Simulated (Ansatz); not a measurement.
Consider the formal exchange of groups at a B–C bond: `OB/[C]([AlH2])=C\Cl` + `[AlH3]` → `O[BH][AlH2]` + `[AlH2]/[CH]=C/Cl`.

Computed with Ansatz on PBE0-D4/def2-TZVP structures; ΔE is electronic, products minus reactants. CBS: MP2 limit from def2 TZ/QZ plus the TZ coupled-cluster correction, frozen cores. This one scheme is used for every species. Double bonds are as drawn, so ΔE can hold a change between cis and trans. DFT in def2-TZVPP. B3LYP here is the variant with VWN-RPA as its local correlation; programs differ in this. One conformer a species, not always the lowest.

`OB/[C]([AlH2])=C\Cl`:

Cartesian coordinates in Å:
```
O -0.989 -1.626 1.123
B -0.818 -0.281 1.049
C 0.150 0.256 -0.033
Al 0.175 -0.412 -1.862
C 1.057 1.206 0.186
Cl 1.354 1.956 1.726
H -1.619 -1.890 1.797
H -1.448 0.444 1.772
H -0.876 -1.477 -2.380
H 1.278 0.212 -2.819
H 1.736 1.612 -0.559
```

`[AlH3]`:

Cartesian coordinates in Å:
```
Al 0.000 0.000 0.000
H 0.972 -1.252 0.036
H -1.562 -0.214 -0.171
H 0.590 1.466 0.134
```

`O[BH][AlH2]`:

Z-matrix (Å, degrees):
```
B
Al 1 2.147
O 1 1.358 2 119.1
H 1 1.212 2 123.6 3 -180.0
H 2 1.595 1 121.6 3 91.6
H 2 1.595 1 121.6 3 -90.9
H 3 0.962 1 113.8 2 -180.0
```

`[AlH2]/[CH]=C/Cl`:

Cartesian coordinates in Å:
```
Al 0.016 0.541 -1.459
C -0.594 -0.201 0.222
C 0.306 -0.375 1.185
Cl -0.039 -1.022 2.750
H -0.987 0.783 -2.660
H 1.561 0.889 -1.563
H -1.621 -0.486 0.439
H 1.359 -0.129 1.087
```

```tsv
level	ΔE (kcal/mol)	difference from CCSD(T)/CBS
r2SCAN-D4	15.6	0.7
PBE0-D4	14.4	-0.5
B3LYP-D4	15.4	0.5
ωB97X-V	14.7	-0.2
PBE	12.7	-2.2
r2SCAN	15.3	0.4
B3LYP	13.5	-1.4
MP2/def2-TZVPP	17.3	2.4
SCS-MP2/def2-TZVPP	16.2	1.3
CCSD/def2-TZVPP	14.6	-0.3
CCSD(T)/def2-TZVPP	15.1	0.2
HF/def2-QZVPP	14.4	-0.5
MP2/def2-QZVPP	17.2	2.3
SCS-MP2/def2-QZVPP	16.0	1.1
HF/CBS(def2)	14.4	-0.5
MP2/CBS(def2)	17.1	2.2
CCSD(T)/CBS	14.9	0
```

Largest T1 diagnostic among the species: 0.014.

The D4 term adds +1.9 kcal/mol with B3LYP and +1.1 kcal/mol with PBE0; it sums over pairs of atoms, weighted by their polarisabilities, and B3LYP, whose exchange is more repulsive, gets the larger term.
